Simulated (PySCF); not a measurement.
Predicted microwave data (PBE0-D3(BJ)/def2-SVP geometry optimisation, gas phase in PySCF 2.14.0) for one isomer of [C8H12N]+:

| Quantity | Value |
| --- | --- |
| Rotational constants | A = 2404, B = 1001, C = 818.7 MHz |
| Dipole components (about the centre of mass) | \|μa\| = 6.12 D, \|μb\| = 0.09 D, \|μc\| = 0.65 D |
| Inertial defect | -97.63 u·Å² |
| κ | -0.77 |

Problem. Which structure is it? (One computed conformer of each.)
A. 2,4,6-trimethylpyridinium (`CC1=CC(C)=[NH+]C(C)=C1`)
B. `[CH3:1][CH2:2][c:3]1[cH:4][cH:5][cH:6][cH:7][n+:8]1[CH3:9]` (charge +1) with C1–C2–C3–C4 0°
C. `[CH2:1]=[C:2]([CH2:3][C:4]#[N+:5][CH3:6])[CH:7]1[CH2:8][CH2:9]1` (charge +1) with C1–C2–C3–C4 96°, C1–C2–C7–C8 -155°

Solution. C. It is C=C(CC#[N+]C)C1CC1, an asymmetric top, point group C1. The candidates at the same level (rigid rotor, commonest isotopes):

| SMILES | A (MHz) | B (MHz) | C (MHz) | μa (D) | μb (D) | μc (D) | Δ (u·Å²) | point group | rotor |
| --- | --- | --- | --- | --- | --- | --- | --- | --- | --- |
| C=C(CC#[N+]C)C1CC1 | 2404 | 1001 | 818.7 | 6.12 | 0.09 | 0.65 | -97.63 | C1 | asymmetric top |
| CCc1cccc[n+]1C | 2495 | 1491 | 950.0 | 1.31 | 1.50 | 0.00 | -9.55 | Cs | asymmetric top |
| Cc1cc(C)[nH+]c(C)c1 | 1846 | 1711 | 902.9 | 1.87 | 0.08 | 0.12 | -9.53 | – | asymmetric top |

`CCc1cccc[n+]1C` has B 49 % too high; `Cc1cc(C)[nH+]c(C)c1` has B 71 % too high. No structure here is proved a minimum.
